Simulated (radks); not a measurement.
The selenium anion Se2-, [Kr], held by a Watson sphere: a shell of charge +2 at radius R that stands for the Madelung well of a crystal (potential energy -2/R inside, -2/r outside, in hartree with lengths in bohr). Method: scalar-relativistic Kohn-Sham, r2SCAN, spin-polarised, spherical densities, finite nucleus; meta-GGA in the generalised Kohn-Sham scheme; Fermi nuclear charge, rms radius of each element as measured or else 0.836 A^(1/3) + 0.57 fm; computed with a radial shooting solver on a logarithmic mesh with Libxc functionals.

| R (bohr) | e(3d) (eV) | e(4s) (eV) | e(4p) (eV) | <r> 4p (bohr) | sum of <r^2> (bohr^2) | X-ray form factor at sin(theta)/lambda = 0.2 1/angstrom |
|---|---|---|---|---|---|---|
| 2.27 | -52.510 | -18.864 | -8.118 | 2.287 | 52.89 | 27.180 |
| 2.32 | -52.419 | -18.713 | -8.026 | 2.300 | 53.38 | 27.157 |
| 2.74 | -51.824 | -17.555 | -7.230 | 2.408 | 57.46 | 27.008 |
| 2.89 | -51.648 | -17.187 | -6.944 | 2.444 | 58.88 | 26.970 |
| 3.03 | -51.491 | -16.864 | -6.680 | 2.476 | 60.18 | 26.942 |
| 3.44 | -51.045 | -16.020 | -5.941 | 2.564 | 63.85 | 26.889 |
| 3.89 | -50.573 | -15.244 | -5.201 | 2.649 | 67.66 | 26.865 |
